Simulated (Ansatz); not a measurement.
`[OH][Sn]([OH])([F])[F]` → `[F][Sn][F]` + `OO` at 500 K and 1 bar (stannylene formation by 1,1-elimination).

Calculated with Ansatz (gas phase, PBE0-D4/def2-TZVP geometries, no zero-point term in ΔE). CBS: MP2 limit from def2 TZ/QZ plus the TZ coupled-cluster correction, frozen cores. This one scheme is used for every species. Elements past krypton have def2 core potentials. For Sn outer-core shells are correlated without core-valence functions, which leaves a few kJ/mol of doubt a bond. One conformer a species, not always the lowest.

```
                 species  CCSD(T)/CBS energy (Eh)  H − E (kJ/mol)  S (J/(mol·K))
`[OH][Sn]([OH])([F])[F]`               -565.27042           126.4          423.2
            `[F][Sn][F]`               -413.70076            31.2          309.0
                    `OO`               -151.44260            90.9          250.3
```

H − E and S are ideal-gas, rigid-rotor, harmonic terms from PBE0-D4/def2-TZVP, for one conformer and one mirror image of each species. 1 Eh = 2625.50 kJ/mol, R = 8.31446 J/(mol·K).

Task: By hand: ΔE, ΔH, ΔS and ΔG.

Result: ΔE = (-413.70076) + (-151.44260) − (-565.27042) = 0.12706 Eh = 333.6 kJ/mol. Δ(H − E) = 31.2 + 90.9 − 126.4 = -4.3, so ΔH = 329.3 kJ/mol. ΔS = 309.0 + 250.3 − 423.2 = 136.1 J/(mol·K). ΔG = 329.3 − 500 × (136.1)/1000 = 261.2 kJ/mol.

Task: By hand: the equilibrium constant, and the temperature at which ΔG would vanish if ΔH and ΔS stayed fixed.

Result: log₁₀ K = −ΔG/(RT ln 10) = -27.3. ΔG = 0 at ΔH/ΔS = 2420 K.

The number of gas molecules changes by +1, which sets the sign of ΔS. A doubt of 5 kJ/mol in ΔE shifts log₁₀ K by 0.5 here. Other conformers and mirror images would add mixing entropy, several J/(mol·K) or more a flexible species. These are equilibria of isolated gas molecules and say nothing of rates. Largest T1 diagnostic: 0.017 (customary marks: 0.02 for closed shells, 0.045 for open ones).
